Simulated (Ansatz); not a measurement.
One change: `[NH2][Y]([OH])[F]` becomes `[CH3][Y]([OH])[F]`.

Ansatz, PBE0-D4/def2-TZVP geometries, multiplicity 1. Each molecule was computed in one conformer, which needn't be the lowest.

Elements past krypton have def2 core potentials.

```tsv
property	`[NH2][Y]([OH])[F]`
LUMO energy (PBE0/def2-TZVPP) / eV	-1.56
HOMO energy (PBE0/def2-TZVPP) / eV	-6.83
HOMO–LUMO gap (PBE/def2-TZVPP) / eV	3.20
HOMO–LUMO gap (B3LYP/def2-TZVPP) / eV	4.69
size of the dipole moment (PBE/def2-TZVPP) / D	1.88
HOMO energy (B3LYP/def2-TZVPP) / eV	-6.61
```

Question: What does the change do to each property? (Estimate.)

Answer: Ansatz gave: 
| property | `[CH3][Y]([OH])[F]` | shift |
| --- | --- | --- |
| LUMO energy (PBE0/def2-TZVPP) / eV | -1.81 | -0.25 |
| HOMO energy (PBE0/def2-TZVPP) / eV | -6.58 | 0.25 |
| HOMO–LUMO gap (PBE/def2-TZVPP) / eV | 2.77 | -0.43 |
| HOMO–LUMO gap (B3LYP/def2-TZVPP) / eV | 4.18 | -0.51 |
| size of the dipole moment (PBE/def2-TZVPP) / D | 2.64 | 0.76 |
| HOMO energy (B3LYP/def2-TZVPP) / eV | -6.36 | 0.25 |

With PBE0 the HOMO rises by 0.25 eV and the LUMO falls by 0.25 eV, so the gap narrows by about 0.50 eV. PBE moves the HOMO by 0.18 eV and ωB97M-V by 0.34 eV. The zero-point energy changes by 23.1 kJ/mol with +3 modes. Dipoles are sizes alone; their direction can turn.

B3LYP here is the variant with VWN-RPA as its local correlation; programs differ in this.
